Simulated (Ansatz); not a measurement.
`B[CH2][GaH2]` + H₂ → `[GaH3]` + `BC` at 298.15 K and 1 bar (hydrogenolysis of a Ga–C bond).

Isolated molecules relaxed with PBE0-D4/def2-TZVP in Ansatz; ΔE leaves out vibrations. CBS: MP2 limit from def2 TZ/QZ plus the TZ coupled-cluster correction, frozen cores. This one scheme is used for every species. For Ga outer-core shells are correlated without core-valence functions, which leaves a few kJ/mol of doubt a bond. Scalar relativity is left out up to krypton.

```json
{"species": "`B[CH2][GaH2]`", "CCSD(T)/CBS energy (Eh)": "-1990.36717", "H − E (kJ/mol)": "175.9", "S (J/(mol·K))": "325.1"}
{"species": "H₂", "CCSD(T)/CBS energy (Eh)": "-1.17544", "H − E (kJ/mol)": "35.1", "S (J/(mol·K))": "130.4"}
{"species": "`[GaH3]`", "CCSD(T)/CBS energy (Eh)": "-1925.70545", "H − E (kJ/mol)": "59.6", "S (J/(mol·K))": "218.4"}
{"species": "`BC`", "CCSD(T)/CBS energy (Eh)": "-65.83255", "H − E (kJ/mol)": "158.6", "S (J/(mol·K))": "247.5"}
```

H − E and S are ideal-gas, rigid-rotor, harmonic terms from PBE0-D4/def2-TZVP, for one conformer and one mirror image of each species. The MP2-based limit puts H₂ 0.8 mEh under its directly extrapolated value; such offsets cancel only in part. 1 Eh = 2625.50 kJ/mol, R = 8.31446 J/(mol·K).

By hand: ΔE, ΔH, ΔS and ΔG.

ΔE = (-1925.70545) + (-65.83255) − (-1990.36717) − (-1.17544) = 0.00461 Eh = 12.1 kJ/mol. Δ(H − E) = 59.6 + 158.6 − 175.9 − 35.1 = 7.2, so ΔH = 19.3 kJ/mol. ΔS = 218.4 + 247.5 − 325.1 − 130.4 = 10.4 J/(mol·K). ΔG = 19.3 − 298.15 × (10.4)/1000 = 16.2 kJ/mol.

By hand: the equilibrium constant, and the temperature at which ΔG would vanish if ΔH and ΔS stayed fixed.

log₁₀ K = −ΔG/(RT ln 10) = -2.8. ΔG = 0 at ΔH/ΔS = 1856 K, though so small a ΔS makes that figure unsure.

The number of gas molecules stays the same, so ΔS is small and ΔH decides. A doubt of 5 kJ/mol in ΔE shifts log₁₀ K by 0.9 here. Other conformers and mirror images would add mixing entropy, several J/(mol·K) or more a flexible species. Modes under 60 cm⁻¹, often nearly free rotors, make the harmonic entropy too high. These are equilibria of isolated gas molecules and say nothing of rates. Largest T1 diagnostic: 0.013 (customary marks: 0.02 for closed shells, 0.045 for open ones).
